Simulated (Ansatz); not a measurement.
Stretching the Sb1–Br4 bond in BrH2Sb (SMILES [Br][SbH2]) (multiplicity 1 held, fragments rigid). Energies count from the point at 2.546 Å.
Geometry at that point (charge 0, multiplicity 1):
```xyz
4

Sb    -0.598    -0.607     0.541
H     -0.272    -1.972    -0.449
H     -1.985    -0.243    -0.404
Br     0.937     0.948    -0.764
```

Signs of static correlation in def2-SVP, with CASSCF(6,4), from Ansatz (an electronic-structure program) runs.

| R (Å) | T1 of restricted CCSD | ⟨S²⟩ of UHF | largest double amplitude of restricted CCSD | weight of the CASSCF reference in MRCISD | CASSCF natural occupations |
|---|---|---|---|---|---|
| 2.037 | 0.009 | 0.000 | 0.057 | 0.907 | 2.00 2.00 1.97 0.03 |
| 2.291 | 0.010 | 0.000 | 0.053 | 0.902 | 2.00 2.00 1.98 0.02 |
| 2.546 | 0.012 | 0.000 | 0.048 | 0.900 | 2.00 2.00 1.97 0.03 |
| 2.800 | 0.014 | 0.000 | 0.058 | 0.899 | 2.00 2.00 1.95 0.05 |
| 3.055 | 0.019 | 0.130 | 0.096 | 0.899 | 2.00 2.00 1.92 0.09 |
| 3.437 | 0.032 | 0.723 | 0.210 | 0.898 | 2.00 2.00 1.81 0.19 |
| 3.819 | … | 0.918 | … | 0.898 | 2.00 2.00 1.63 0.37 |
| 4.455 | 0.100 | 1.003 | 0.586 | 0.899 | 2.00 2.00 1.30 0.70 |
| 5.092 | 0.135 | 1.017 | 0.849 | 0.899 | 2.00 2.00 1.12 0.88 |
| 5.855 | 0.152 | 1.020 | 1.019 | 0.899 | 2.00 2.00 1.03 0.97 |
| 6.874 | 0.152 | 1.020 | 1.076 | 0.899 | 2.00 2.00 1.00 1.00 |
| 8.146 | 0.145 | 1.020 | 1.069 | 0.899 | 2.00 2.00 1.00 1.00 |

### Question
Some entries are withheld; supply them.

### Answer

- 3.819, T1 of restricted CCSD: 0.053
- 3.819, largest double amplitude of restricted CCSD: 0.324

Doubts at one or more of the structures used: active orbitals that take no part (SC-NEVPT2 on CASSCF(6,4)/def2-SVP); a restricted determinant that unrestricted orbitals would lower (R-CCSD(T)/def2-SVP); T1 above 0.05 (R-CCSD(T)/def2-SVP, U-CCSD(T)/def2-SVP); other coupled-cluster roots lie near (R-CCSD(T)/def2-SVP); a spin-contaminated determinant (U-CCSD(T)/def2-SVP); the program's own flag: other amplitudes (U-CCSD(T)/def2-SVP).
